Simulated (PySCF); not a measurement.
Species: Ta(NH)Cl3 (singlet state).
Bonds: Ta1–N2, Ta1–Cl4, Ta1–Cl5, Ta1–Cl6. Hydrogens: H3 on N2.

Theory: PBE0-D3(BJ)/def2-SVP geometry optimisation, gas phase, def2 core potentials past Kr (PySCF).

**Question.** How far are the bound atoms from Ta1?

**Answer.** 4 atoms: N2 1.744 Å, Cl4 2.300 Å, Cl6 2.303 Å, Cl5 2.304 Å. The nearest atom not counted as bound is H3, at 2.76 Å.

**Question.** List the angles at Ta1.

**Answer.** 
```
      angle  degrees  distance of the outer atoms (Å)
Cl5–Ta1–Cl6    113.0                             3.84
Cl4–Ta1–Cl6    111.7                             3.81
Cl4–Ta1–Cl5    111.3                             3.80
 N2–Ta1–Cl5    107.0                             3.27
 N2–Ta1–Cl4    106.8                             3.26
 N2–Ta1–Cl6    106.6                             3.26
```

**Question.** What is the shape at Ta1?

**Answer.** Tetrahedral: angles from 106.6° to 113.0°; τ4 = (360° − α − β)/141° = 0.96 with α and β the two widest (0 for a square, 1 for a tetrahedron). Differences among atoms that C3v makes equivalent are scatter left by the optimiser.

**Question.** What are the other bond lengths?

**Answer.** N2–H3 1.014 Å.

Point group: C3v (every atom within 0.08 Å of its image). Charge 0, singlet. No PBE0-D3(BJ)/def2-SVP frequencies stand behind this structure, so it isn't proved a minimum.
